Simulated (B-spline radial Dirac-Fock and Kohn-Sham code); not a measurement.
Energy-loss ionisation edge L2 of Xe

System: the Xe atom, configuration [Kr] 4d10 5s2 5p6. Calculated with a radial finite-basis atomic code, using the first Born approximation with generalised oscillator strengths from a Dirac-Hartree-Slater potential (longitudinal and transverse terms; continuum final states only, so no white lines or fine structure). The edge is taken at 5107.0 eV (tabulated value).

Partial cross sections σ(β, Δ) in barn, integrated over a window Δ above the edge and up to the collection semi-angle β, for parallel illumination:

| E₀ (kV) | β (mrad) | Δ = 25 eV | Δ = 50 eV | Δ = 100 eV | Δ = 200 eV | Δ = 300 eV |
| --- | --- | --- | --- | --- | --- | --- |
| 60 | 10 | 0.127 | 0.241 | 0.464 | 0.882 | 1.26 |
| 60 | 20 | 0.479 | 0.907 | 1.75 | 3.33 | 4.76 |
| 60 | 50 | ? | ? | ? | ? | ? |
| 80 | 10 | 0.175 | 0.331 | 0.639 | 1.21 | 1.73 |
| 80 | 20 | 0.635 | 1.20 | 2.32 | 4.41 | 6.32 |
| 80 | 50 | 2.50 | 4.74 | 9.18 | 17.6 | 25.3 |
| 80 | 100 | 4.81 | 9.13 | 17.7 | 34.1 | 49.3 |
| 100 | 50 | 2.71 | 5.13 | 9.93 | 19.0 | 27.4 |
| 120 | 20 | 0.906 | 1.71 | 3.31 | 6.31 | 9.05 |
| 120 | 50 | 2.84 | 5.38 | 10.4 | 20.0 | 28.9 |
| 200 | 50 | 3.06 | 5.82 | 11.3 | 21.7 | 31.4 |
| 300 | 5 | 0.221 | 0.417 | 0.806 | 1.53 | 2.19 |
| 300 | 20 | 1.68 | 3.18 | 6.16 | 11.8 | 17.0 |
| 300 | 50 | 3.18 | 6.03 | 11.7 | 22.6 | 32.8 |

Question: Give the row for 60 kV and 50 mrad.

Answer: 2.17 b for 25 eV, 4.11 b for 50 eV, 7.95 b for 100 eV, 15.2 b for 200 eV, 21.8 b for 300 eV.
